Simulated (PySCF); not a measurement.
Cd(Et)2 (C₄H₁₀Cd), SMILES C[CH2][Cd][CH2]C. Atoms are numbered in the order given.

```xyz
15

Cd     0.0000     0.0000    -0.0044
C      0.6894     2.0421    -0.0044
C     -0.4174     3.1033     0.0158
H      1.3307     2.1713    -0.8934
H      1.3549     2.1632     0.8677
H     -1.0577     3.0192     0.9100
H     -1.0824     3.0273    -0.8610
H     -0.0061     4.1299     0.0148
C     -0.6894    -2.0421    -0.0044
C      0.4174    -3.1033     0.0158
H     -1.3307    -2.1713    -0.8934
H     -1.3549    -2.1632     0.8677
H      1.0577    -3.0192     0.9100
H      1.0824    -3.0273    -0.8610
H      0.0061    -4.1299     0.0148
```

The structure is a stationary point at B3LYP-D3(BJ)/def2-SVP. The isomer is the one that the SMILES or the coordinates give; other isomers of the formula were not compared. The def2 effective core potentials stand for the cores of Cd; spin–orbit coupling is left out. One conformer was computed; it need not be the lowest.

All values below come from M06-2X/def2-TZVP run with PySCF.

ESP charges are fitted to the potential on shells at 1.4 to 2.0 van der Waals radii. Atomic charges (e):

```json
[
 {"atom": "Cd1", "Mulliken": "___", "ESP fit": "0.38"},
 {"atom": "C2", "Mulliken": "-0.67", "ESP fit": "-0.13"},
 {"atom": "C3", "Mulliken": "___", "ESP fit": "-0.15"},
 {"atom": "H4", "Mulliken": "___", "ESP fit": "0.00"},
 {"atom": "H5", "Mulliken": "___", "ESP fit": "0.00"},
 {"atom": "H6", "Mulliken": "0.13", "ESP fit": "0.03"},
 {"atom": "H7", "Mulliken": "0.13", "ESP fit": "0.03"},
 {"atom": "H8", "Mulliken": "0.13", "ESP fit": "0.04"},
 {"atom": "C9", "Mulliken": "-0.67", "ESP fit": "-0.13"},
 {"atom": "C10", "Mulliken": "___", "ESP fit": "-0.15"},
 {"atom": "H11", "Mulliken": "___", "ESP fit": "0.00"},
 {"atom": "H12", "Mulliken": "___", "ESP fit": "0.00"},
 {"atom": "H13", "Mulliken": "0.13", "ESP fit": "0.03"},
 {"atom": "H14", "Mulliken": "0.13", "ESP fit": "0.03"},
 {"atom": "H15", "Mulliken": "0.13", "ESP fit": "0.04"}
]
```

Question: What belongs in the gaps? (An estimate is asked for; the answer gives what the named calculation found.)

Answer: 
- Cd1, Mulliken: 0.83
- C3, Mulliken: -0.42
- H4, Mulliken: 0.14
- H5, Mulliken: 0.14
- C10, Mulliken: -0.42
- H11, Mulliken: 0.14
- H12, Mulliken: 0.14
